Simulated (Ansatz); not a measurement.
Computed with Ansatz on PBE0-D4/def2-TZVP structures; ΔE is electronic, products minus reactants. CBS: MP2 limit from def2 TZ/QZ plus the TZ coupled-cluster correction, frozen cores. DFT in def2-TZVPP. For Mg outer-core shells are correlated without core-valence functions, which leaves a few kJ/mol of doubt a bond. Each species was taken in one conformer, which may not be the lowest.

Reaction (redistribution): `BC(F)([SiH3])[SiH3]` + `C[O][Mg][NH2]` → `[NH2][Mg][O][SiH3]` + `BC(C)(F)[SiH3]`

(1) Is it downhill or uphill in electronic energy at CCSD(T)/CBS, and by how much? (An estimate is asked.)

(2) What do these levels give: PBE-D4, ωB97M-V, SCS-MP2/def2-TZVPP, CCSD(T)/def2-TZVPP, SCS-MP2/def2-QZVPP, HF/CBS(def2)? (Best estimate.)

Largest T1 diagnostic among the species: 0.014.

Answers

(1) Computed: Downhill: ΔE = -43.0 kcal/mol.

(2) Ansatz gave: PBE-D4 -39.0, ωB97M-V -41.6, SCS-MP2/def2-TZVPP -43.4, CCSD(T)/def2-TZVPP -42.6, SCS-MP2/def2-QZVPP -43.8, HF/CBS(def2) -43.0 kcal/mol.

From PBE to PBE0 (25 % exact exchange), in def2-TZVPP and without D4, ΔE moves by −1.4 kcal/mol.
